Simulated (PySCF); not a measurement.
# CoOCl₂ + 2 H₂O → CoO(OH)₂ + 2 HCl

Level: PBE0 in the def2-TZVP basis family, all electrons, no relativity, computed in PySCF with density fitting; open shells unrestricted.

```json
{"species": "CoOCl₂", "state and structure": "quartet, C2v, Co–Cl 2.079 Å (×2), Co–O 1.569 Å; Cl–Co–Cl 142.5°, Cl–Co–O 108.7° (×2)", "E (Eh)": "-2377.85310", "ZPE (kJ/mol)": "13.4", "H(298 K) − H(0) (kJ/mol)": "16.8", "S° (J/(mol K))": "334.9"}
{"species": "H₂O", "state and structure": "singlet, C2v, O–H 0.960 Å (×2); H–O–H 105.1°", "E (Eh)": "-76.37736", "ZPE (kJ/mol)": "56.5", "H(298 K) − H(0) (kJ/mol)": "9.9", "S° (J/(mol K))": "188.7"}
{"species": "CoO(OH)₂", "state and structure": "quartet, C2v, Co–O 1.581 Å, Co–O 1.729 Å (×2), O–H 0.960 Å (×2); Co–O–H 123.3° (×2), O–Co–O 107.7° (×2), O–Co–O 144.5°", "E (Eh)": "-1609.24138", "ZPE (kJ/mol)": "77.6", "H(298 K) − H(0) (kJ/mol)": "17.4", "S° (J/(mol K))": "319.2"}
{"species": "HCl", "state and structure": "singlet, C∞v, H–Cl 1.279 Å", "E (Eh)": "-460.66440", "ZPE (kJ/mol)": "17.9", "H(298 K) − H(0) (kJ/mol)": "8.7", "S° (J/(mol K))": "186.6"}
```

(1) What is the electronic reaction energy?

(2) Add zero-point, thermal and entropy terms for 298.15 K and 1 bar.

Answers

(1) At PBE0/def2-TZVP, ΔE = 98.8 kJ/mol from the differences of the total energies times 2625.5, uphill. 

(2) ΔZPE = -13.0 and Δ[H(298) − H(0)] = -1.8 kJ/mol give ΔH° = 84.0 kJ/mol. ΔS° = -19.9 J/(mol K), so ΔG° = 84.0 − 298.15 × (-0.0199) = 90 kJ/mol and log₁₀K = -15.8.

Open d or f shells are single determinants, so the state found may not be the ground state. Only the bonding shown was studied: isomers, or loss of a ligand pair, can lie lower.
